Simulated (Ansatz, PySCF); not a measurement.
Cl3H3Mo, multiplicity 1. Atoms are numbered in the order given.

```xyz
7

Mo     0.0000     0.0000    -0.1809
Cl     1.9369     1.1183     0.2402
Cl     0.0000    -2.2365     0.2402
Cl    -1.9369     1.1183     0.2402
H     -0.7974    -0.4604    -1.5509
H      0.7974    -0.4604    -1.5509
H      0.0000     0.9207    -1.5509
```

Coordinates come from a PBE-D3(BJ)/def2-SVP optimisation. The multiplicity is an assumed one; no other spin state was optimised. The structure was generated by enumeration; whether it is a known compound was not checked. The def2 effective core potentials stand for the cores of Mo; spin–orbit coupling is left out.

Vertical ionisation energy (IE) and electron affinity (EA) in eV. Rows of orbital energies are one-electron estimates. Where ΔSCF, EOM or ADC give a negative EA the extra electron is unbound and the value depends on the basis.

```
level                                                                        IE    EA
------------------------------------------------------------------------  -----  ----
−ε(HOMO), −ε(LUMO), ωB97X/def2-TZVP (PySCF)                               10.81  1.83
−ε(HOMO), −ε(LUMO), PBE/def2-TZVP (PySCF)                                  7.07  4.59
ΔSCF, CAM-B3LYP/def2-SVPD (Ansatz), final states of multiplicity 2 and 2  10.65  2.55
ΔSCF, PBE/def2-SVPD (Ansatz), final states of multiplicity 2 and 2         9.94  2.01
```

### Question
What vertical singlet–triplet gap does ΔSCF give with CAM-B3LYP/def2-SVPD (Ansatz, a program for electronic structure) and with PBE/def2-SVPD (Ansatz)? (The exact figures need the calculation; the answer reports its results.)

### Answer
2.36 and 2.34 eV (triplet above singlet where positive).
